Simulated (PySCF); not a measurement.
A calculated (PBE, PySCF 2.14, aug-cc-pwCVTZ-X2C, scalar relativity by spin-free X2C-1e) atom or ion has these occupied shells.

```csv
shell,electrons,orbital energy (eV),"rms radius, mean of both spins (bohr)"
1s β,1,-15923.2,0.0450
1s α,1,-15923.2,0.0450
2s α,1,-2161.4,0.187
2s β,1,-2161.4,0.187
2p α,3,-1921.6,0.166
2p β,3,-1921.6,0.166
3s α,1,-338.08,0.527
3s β,1,-338.06,0.527
3p α,3,-260.60,0.538
3p β,3,-260.58,0.538
3d α,5,-132.62,0.550
3d β,5,-132.59,0.550
4s α,1,-45.291,1.45
4s β,1,-45.024,1.45
4p α,3,-27.365,1.69
4p β,3,-27.002,1.69
4d α,1,-6.266,3.36
```

(1) Name the element and its charge.

## Answers

(1) Sr⁺ (strontium, charge +1), in [Kr] 4d1, 2D determinant (an excited configuration).
